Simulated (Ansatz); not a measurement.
Consider the isomerisation: `C[SiH](N)O[SiH3]` → `CO[SiH2][SiH2]N`.

Isolated molecules relaxed with PBE0-D4/def2-TZVP in Ansatz; ΔE leaves out vibrations. CBS: MP2 limit from def2 TZ/QZ plus the TZ coupled-cluster correction, frozen cores. Functionals use def2-TZVPP. One conformer a species, not always the lowest.

`C[SiH](N)O[SiH3]`:

Z-matrix (Å, degrees):
```
C
Si 1 1.854
H 1 1.094 2 110.7
H 1 1.092 2 111.0 3 120.2
H 1 1.092 2 110.6 3 -119.2
N 2 1.709 1 110.0 3 -57.2
O 2 1.649 1 106.7 3 67.0
H 2 1.485 1 113.2 3 -175.7
H 6 1.006 2 122.0 1 -158.0
H 6 1.006 2 122.8 1 44.1
Si 7 1.632 2 139.1 1 -142.7
H 11 1.488 7 110.8 2 72.7
H 11 1.484 7 108.4 2 -167.7
H 11 1.489 7 111.1 2 -47.8
```

`CO[SiH2][SiH2]N`:

Z-matrix (Å, degrees):
```
C
O 1 1.410
H 1 1.096 2 111.7
H 1 1.091 2 108.2 3 119.7
H 1 1.097 2 111.2 3 -121.4
Si 2 1.648 1 122.4 3 55.5
Si 6 2.350 2 112.8 1 -61.4
H 6 1.498 2 110.1 1 59.9
H 6 1.485 2 106.1 1 177.1
N 7 1.731 6 108.7 2 66.0
H 7 1.489 6 111.4 2 -51.4
H 7 1.500 6 108.1 2 -168.0
H 10 1.009 7 118.9 6 -169.4
H 10 1.008 7 118.7 6 52.1
```

CCSD(T)/CBS gives +2.56 eV.

(1) Another level gave +2.56 eV. Which?
A. SCS-MP2/def2-TZVPP
B. PBE0/def2-TZVPP
C. CCSD/def2-TZVPP
D. PBE-D4/def2-TZVPP

Largest T1 diagnostic among the species: 0.011.

## Answers

(1) C. CCSD/def2-TZVPP 2.56, PBE-D4 2.23, PBE0 2.35, SCS-MP2/def2-TZVPP 2.62 eV.

From PBE to PBE0 (25 % exact exchange), in def2-TZVPP and without D4, ΔE moves by +0.12 eV.
